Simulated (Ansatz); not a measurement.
Geometry optimisation, RKS PBE0-D4/def2-SVP (Ansatz 0.2.0).

Input:

```yaml
crystal:
  periodic: [false, false, false]
  atoms:
    - { symbol: "N", position_ang: [-0.174, 1.3113, 0.0016] }
    - { symbol: B, position_ang: [0.3165, -0.0658, 0.0433] }
    - { symbol: O, position_ang: [1.7046, -0.31, -0.216] }
    - { symbol: Te, position_ang: [-0.9632, -1.7458, 0.4752] }
    - { symbol: H, position_ang: [-0.9795, 1.3579, -0.7453] }
    - { symbol: H, position_ang: [-0.6706, 1.5627, 0.9125] }
    - { symbol: H, position_ang: [2.186, -0.255, 0.6962] }
    - { symbol: H, position_ang: [-1.3277, -1.9124, -1.2233] }
basis:
  gaussian: { orbitals: def2-SVP }
hamiltonian:
  xc: pbe0
  dispersion: d4
relax:
  f_tol: 0.015
  max_steps: 40
output:
  orbitals: {}
```

Run as:

```bash
$ ansatz run input.yaml --threads 1 --pin off --max-ram 2048MiB --backend cpu --events-out ev --progress --plain --runs-dir out
```

Q: Where does it end, and by what steps?

A: The forces met the threshold. After 16 steps the energy has fallen by 2.088 eV; H5 moved furthest, 1.42 Å.

| step | energy less start (eV) | largest force component (eV/Å) | accepted |
| --- | --- | --- | --- |
| 0 | 0.0000 | 3.089 | yes |
| 1 | -0.4167 | 1.515 | yes |
| 2 | -0.6064 | 1.554 | yes |
| 3 | -0.8163 | 2.144 | yes |
| 4 | -1.1900 | 1.310 | yes |
| 5 | -1.4604 | 0.699 | yes |
| 6 | -1.6348 | 0.701 | yes |
| 7 | -1.7848 | 1.291 | yes |
| 8 | -1.9254 | 0.538 | yes |
| 9 | -2.0377 | 0.229 | yes |
| 10 | -2.0731 | 0.130 | yes |
| 11 | -2.0605 | 0.523 | no |
| 12 | -2.0834 | 0.054 | yes |
| 13 | -2.0866 | 0.104 | yes |
| 14 | -2.0876 | 0.020 | yes |
| 15 | -2.0877 | 0.018 | yes |
| 16 | -2.0877 | 0.001 | yes |

```xyz
8
Properties=species:S:1:pos:R:3
N -0.289 0.955 -0.101
B 0.388 -0.265 0.057
O 1.732 -0.390 0.241
Te -0.671 -2.189 0.027
H 0.176 1.855 -0.091
H -1.287 1.018 -0.235
H 2.208 0.447 0.257
H -2.163 -1.487 -0.212
```

Whether the end is a true minimum wasn't checked by a vibrational analysis.

Run time: 85 s on 1 thread of Arm Neoverse V1, with other jobs on the host, peak memory 0.19 GiB.
